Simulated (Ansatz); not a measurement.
Cartesian coordinates in Å:
```
C 0.971 2.085 -0.204
Si 0.134 0.700 0.750
Si -0.193 -1.190 -0.595
N -1.160 -2.332 0.264
H 1.957 1.772 -0.554
H 1.098 2.969 0.424
H 0.377 2.368 -1.076
H 0.943 0.337 1.948
H -1.197 1.162 1.247
H -0.753 -0.734 -1.910
H 1.103 -1.853 -0.916
H -1.279 -3.264 -0.101
H -2.001 -2.021 0.723
```

Total charge 0; spin multiplicity 1.

Q: List the CAM-B3LYP/def2-TZVPP orbital energies in eV (the Gaussian-basis code of Ansatz). (An estimate is asked.)

A: The calculation gave: Occupied: -1800.76, -1800.46, -390.89, -278.36, -145.30, -145.07, -100.63, -100.62, -100.61, -100.39, -100.39, -100.38, -25.24, -21.27, -16.96, -15.46, -15.02, -13.05, -13.03, -12.48, -11.27, -10.58, -10.51, -9.37, -8.56. Lowest empty: 0.78, 1.81, 2.21, 2.32, 2.61, 2.88, 3.27, 3.60.
